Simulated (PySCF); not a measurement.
A run for PySCF: R-MP2/6-31G* on H4OSi (SMILES O[SiH3]).

```python
from pyscf import gto, scf, dft, mp
from pyscf.data.elements import chemcore

mol = gto.M(
    atom='''
    O     0.60487635   -0.94747439    3.19672031
    Si    0.41905943    0.43166049    4.08055492
    H     0.27572412   -0.92999139    2.28968949
    H     1.12963209    1.58246194    3.46679221
    H     0.99209731    0.15078069    5.41271466
    H    -1.01038786    0.80864300    4.22396639
    ''',
    basis='6-31g*',
    cart=True,
    charge=0, spin=0, verbose=3, max_memory=1800)
mf = scf.RHF(mol)
mf.conv_tol = 1e-8
mf.max_cycle = 100
mf.kernel()
if not mf.converged:
    mf = mf.newton().run(mf.mo_coeff, mf.mo_occ)
pt = mp.MP2(mf, frozen=chemcore(mol)).run()
```

Program output:

```
converged SCF energy = -366.129879395636
E(RMP2) = -366.390119094774  E_corr = -0.260239699137986
E(SCS-RMP2) = -366.389662029138  E_corr = -0.259782633501613
```

The run converged.

Cost: about 0.4 core-seconds (a rough figure).
